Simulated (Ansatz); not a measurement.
Total energies of tetraphenylethylene, `c1ccc(C(=C(c2ccccc2)c2ccccc2)c2ccccc2)cc1` from Ansatz at PBE0-D4/def2-TZVP, gas phase (1 Eh = 27.2114 eV = 2625.5 kJ/mol). The reference geometry is relaxed at PBE-D4/def2-SVP.

```json
{"state": "charge 0 singlet", "geometry": "reference", "energy (Eh)": "-1001.99947"}
{"state": "charge 1 doublet", "geometry": "reference", "energy (Eh)": "-1001.74615"}
{"state": "charge -1 doublet", "geometry": "reference", "energy (Eh)": "-1002.02009"}
{"state": "free C atom (triplet)", "geometry": "–", "energy (Eh)": "-37.80537"}
{"state": "free H atom (doublet)", "geometry": "–", "energy (Eh)": "-0.50104"}
```

Single mean-field runs in def2-TZVP are fitted with def2-universal-jkfit.

Task: Work out the vertical ionisation energy to the doublet.

Result: E(charge 1 doublet) − E(charge 0 singlet) = -1001.74615 − (-1001.99947) = 0.25332 Eh = 6.89 eV. For comparison, −ε of the highest occupied level is 5.71 eV at this level, 1.18 eV less.

Task: Work out the vertical electron affinity, to the doublet.

Result: E(charge 0 singlet) − E(charge -1 doublet) = -1001.99947 − (-1002.02009) = 0.02062 Eh = 0.56 eV. The basis lacks diffuse functions, which makes affinities too small.

Task: Give the fundamental gap IE − EA, the Mulliken electronegativity (IE + EA)/2 and the hardness (IE − EA)/2.

Result: From the values in Eh: IE − EA = 0.25332 − 0.02062 = 0.23270 Eh = 6.33 eV; (IE + EA)/2 = 3.73 eV; (IE − EA)/2 = 3.17 eV. The HOMO–LUMO gap of the same run is 4.09 eV, 2.24 eV smaller than the fundamental gap.

Task: What is the binding energy per atom against free atoms?

Result: Atoms: 26 × (-37.80537) + 20 × (-0.50104) = -992.96042 Eh. Binding: -992.96042 − (-1001.99947) = 9.03905 Eh = 245.97 eV, or 5.35 eV for each of 46 atoms (no zero-point energy, no counterpoise term).

At PBE0-D4/def2-TZVP the highest occupied level of the charge -1 doublet lies above zero (up to 0.60 eV). By energy differences its removal costs 0.56 eV (vertical, to the charge 0 singlet, at PBE0-D4/def2-TZVP); self-interaction error and the lack of diffuse functions both raise the level.
